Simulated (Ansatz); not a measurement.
C$_{2}$H$_{5}$AlGaN, 10 atoms. Charge 0, multiplicity 1. Correlated methods include outer-core shells of Ga, which these sets cover unevenly. Scalar relativity is left out up to krypton. The bonds changed during the relaxation, so this is another structure than the one it started from. All runs use 4 threads of an Arm Neoverse V2 on a shared host. Correlated methods freeze the cores.

Question: How many basis functions does each run have, and how long does it take in Ansatz? RKS PBE0-D4/def2-SVP energy; RKS ωB97M-V/def2-SVP energy; RKS r2SCANh-D4/def2-TZVPP energy; RHF-CCSD(T)/def2-TZVPP energy; RKS PBE0-D4/def2-TZVP frequencies; RKS PBE0-D4/def2-TZVP relaxation (6 steps); RKS r2SCAN0-D4/def2-TZVPP energy; direct RPA on PBE orbitals/def2-TZVPP energy; RKS ωB97M-V/def2-QZVPP energy; RKS r2SCAN-D4/def2-TZVPP energy and forces; RKS revPBE-D4/def2-TZVPP energy; RHF-CCSD(T)/def2-SVP energy. (An estimate is asked.)

Answer: The calculation gave: Other jobs shared the machine, so times are rough.

| level | job | functions | wall time | peak host memory (GiB) |
| --- | --- | --- | --- | --- |
| RKS PBE0-D4/def2-SVP | energy | 117 | 1.4 s | 0.25 |
| RKS revPBE-D4/def2-TZVPP | energy | 253 | 2.5 s | 0.33 |
| RKS r2SCANh-D4/def2-TZVPP | energy | 253 | 6 s | 0.72 |
| RKS r2SCAN-D4/def2-TZVPP | energy and forces | 253 | 6 s | 0.36 |
| RKS ωB97M-V/def2-SVP | energy | 117 | 6.5 s | 0.39 |
| RKS r2SCAN0-D4/def2-TZVPP | energy | 253 | 7 s | 0.73 |
| direct RPA on PBE orbitals/def2-TZVPP | energy | 253 | 7.5 s | 0.63 |
| RHF-CCSD(T)/def2-SVP | energy | 117 | 8.5 s | 0.58 |
| RKS ωB97M-V/def2-QZVPP | energy | 480 | 25 s | 2.3 |
| RKS PBE0-D4/def2-TZVP | relaxation (6 steps) | 208 | 28 s | 0.6 |
| RKS PBE0-D4/def2-TZVP | frequencies | 208 | 2.9 min | 0.61 |
| RHF-CCSD(T)/def2-TZVPP | energy | 253 | 3.3 min | 5.3 |
